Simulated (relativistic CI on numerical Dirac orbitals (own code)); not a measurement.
# Radial parameters of Dy²¹⁺

Calculated at this level of theory: Dirac-Coulomb-Breit CI, KLI orbitals optimised for each configuration, model QED (radiative potential, 1s self-energy scaled to tabulated hydrogen-like ionisation energies), unscaled Slater integrals (own radial code, finite nucleus).

Slater integrals F^k, G^k are unscaled and averaged over j, outside the closed core [Ar] 3d10; ζ comes from projecting the Hamiltonian with its Breit term on Σ l·s of the shell.

- 4s²4p⁶4d⁹: ζ(4d) = 26504 cm⁻¹; <r>(4d) = 0.545, <r^2>(4d) = 0.3399 (bohr units).
- 4s²4p⁵4d¹⁰: ζ(4p) = 228470 cm⁻¹; <r>(4p) = 0.5266, <r^2>(4p) = 0.3138 (bohr units).
- 4s²4p⁶4d⁸4f: F^2(4d,4d) = 185360, F^4(4d,4d) = 125580, ζ(4d) = 26515, F^2(4d,4f) = 182310, F^4(4d,4f) = 119140, G^1(4d,4f) = 201850, G^3(4d,4f) = 134530, G^5(4d,4f) = 97487, ζ(4f) = 3588 cm⁻¹; <r>(4d) = 0.5452, <r^2>(4d) = 0.34, <r>(4f) = 0.5442, <r^2>(4f) = 0.3408 (bohr units).

Q: Give the Racah parameters of the d shell in 4s²4p⁶4d⁸4f.

A: B = F²/49 − 5F⁴/441 = 2359 cm⁻¹ and C = 35F⁴/441 = 9967 cm⁻¹.

Averages of the first 10 configurations, taken without configuration mixing, which lowers the lowest level and can move excited configurations by several eV; other configurations of the list can lie among them:

```tsv
Configuration	Parity	States	Average energy above the lowest level (eV)
4s²4p⁶4d⁹	even	10	4.8
4s²4p⁵4d¹⁰	odd	6	166.5
4s²4p⁶4d⁸4f	odd	630	166.8
4s4p⁶4d¹⁰	even	2	279.4
4s²4p⁵4d⁹4f	even	840	326.5
4s²4p⁶4d⁸5s	even	90	231.4
4s4p⁶4d⁹4f	odd	280	439.7
4s²4p⁶4d⁸5p	odd	270	273.6
4s²4p⁶4d⁷4f5s	odd	3360	394.0
4s²4p⁶4d⁸5d	even	450	333.4
```
